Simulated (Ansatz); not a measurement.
Consider the ligand exchange at a B–C bond: `FB(F)C1CC1` + H₂Se → `FB(F)[SeH]` + `C1CC1`.

Gas-phase electronic energies from Ansatz, PBE0-D4/def2-TZVP geometries. CCSD(T)/CBS is the MP2 limit (def2-TZVPP, def2-QZVPP) plus CCSD(T) − MP2 in def2-TZVPP, frozen cores. DFT in def2-TZVPP. HSE06 is defined as in plane-wave codes. For Se outer-core shells are correlated without core-valence functions, which leaves a few kJ/mol of doubt a bond. Scalar relativity is left out up to krypton. One conformer a species, not always the lowest.

**Question.** Is it downhill or uphill in electronic energy at CCSD(T)/CBS, and by how much? (Estimate.)

**Answer.** The calculation gave: Downhill: ΔE = -23.3 kJ/mol.

**Question.** What do these levels give: BLYP-D4, B97M-V, HSE06-D4, CAM-B3LYP-D4, PBE-QIDH, CAM-B3LYP, CCSD(T)/def2-SVP, MP2/def2-TZVPP, MP2/def2-QZVPP, SCS-MP2/def2-QZVPP, HF/CBS(def2), CCSD/CBS(def2)? (Best estimate.)

**Answer.** Computed: BLYP-D4 -24.9, B97M-V -22.8, HSE06-D4 -25.9, CAM-B3LYP-D4 -20.7, PBE-QIDH -25.8, CAM-B3LYP -22.0, CCSD(T)/def2-SVP -18.4, MP2/def2-TZVPP -26.2, MP2/def2-QZVPP -26.1, SCS-MP2/def2-QZVPP -24.7, HF/CBS(def2) -20.2, CCSD/CBS(def2) -22.5 kJ/mol.

**Question.** What do rigid-rotor, harmonic-oscillator terms from PBE0-D4/def2-TZVP frequencies (298.15 K, 1 bar) make of the CCSD(T)/CBS value? (Estimate.)

**Answer.** Computed: ΔZPE = +9.8 kJ/mol, ΔH = -15.8 kJ/mol, ΔS = -6 J/(mol·K), ΔG = -13.9 kJ/mol.

Largest T1 diagnostic among the species: 0.012.

Leaving LDA and LC-ωPBE aside and taking each functional with its dispersion term where it has one, the values, not all of them listed here, spread over 7.6 kJ/mol, from revPBE-D4 to CAM-B3LYP-D4. LDA lies +5.9 kJ/mol from PBE without D4. From BLYP to BHLYP (50 % exact exchange), in def2-TZVPP and without D4, ΔE moves by +5.0 kJ/mol. At CCSD(T), def2-SVP lies +4.9 kJ/mol from the extrapolated value and def2-TZVPP +0.1 kJ/mol.
